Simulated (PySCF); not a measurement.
Br₃Re, SMILES [Br][Re]([Br])[Br] (connectivity only; charge and spin as stated), neutral, multiplicity 5.

The structure is a stationary point at r2SCAN-D4/def2-SVP. The geometry has at least one imaginary mode, so it is a saddle point at that level. The spin state was assumed, not searched. The def2 effective core potentials stand for the cores of Re; spin–orbit coupling is left out.

Computed with PBE/def2-TZVP (PySCF).

Isolated molecule, no solvent.

- total energy: -7799.74777 hartree
- point group: C2v
- α spin, highest occupied and lowest empty level: -5.41 and -4.61 eV
- β spin, highest occupied and lowest empty level: -7.41 and -4.64 eV
- dipole moment: 0.057 e·Å
- quadrupole, principal values (traceless, Buckingham form, about the centre of nuclear charge): -4.80, 2.20, 2.60 D·Å
- mean static polarisability: 110.5 bohr³ (16.37 Å³)
- polarisability, principal values: 67.7, 111.2, 152.5 bohr³
- ⟨S²⟩: 6.021 (pure state 6.00)
